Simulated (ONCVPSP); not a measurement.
**Ranking ONCV potentials for Ca (Z = 20)**

All share these settings but for the change named:

ONCVPSP 4.0.1 input, shortened (lines: element, Z, core and valence counts, functional; n l f; lmax; l rc ep ncon nbas qcut; lloc lpopt rc5 dvloc0; l nproj debl; icmod fcfact rcfact), PBEsol, fully relativistic:

```
  Ca 20.00    3    4  -116133      upf
    1    0    2.00
    2    0    2.00
    2    1    6.00
    3    0    2.00
    3    1    6.00
    4    0    1.75
    4    1    0.25
    2
    0    2.10    0.00    3    7    5.30
    1    1.80    0.00    4    7    8.30
    2    2.20    0.43    4    8    3.90
    4    5    1.45    3.00
    0    2    2.80
    1    2    3.90
    2    2    2.30
    3    4.50    1.25
```

Open shells are filled in proportion to 2j + 1.

In the d channel the program set the typed energies aside and used -0.082, 2.218 Ha (j = l + 1/2; the other j can differ).

Test errors are all-electron minus pseudo excitation energies from the reference, over 3s2 3p6 4s2 4p0; 3s2 3p6 4s1 4p0; 3s2 3p6 4s0 4p0; 3s2 3p6 4s1 4p1. None of these files shows a bound ghost.

The base gives 2.0 meV.

Of 8 variants that were run, those that failed, showed a ghost or another fault, or gave nearly equal values are left out.

A variant can come out equal or close to the base, since the largest error may sit in a test that the change hardly touches while other tests move.

(1) Rank these variants by their largest absolute test error, smallest first.
A. scalar-relativistic; d: rc 1.8, qcut 4.8
B. s: qcut 6.3
C. s: rc 1.66
D. d: rc 1.44; local potential polynomial inside 1.44 bohr (lpopt 5, dvloc0 3 Ha)

Results:

(1) C (1.4 meV), B (1.7 meV), D (2.0 meV), A (2.7 meV).
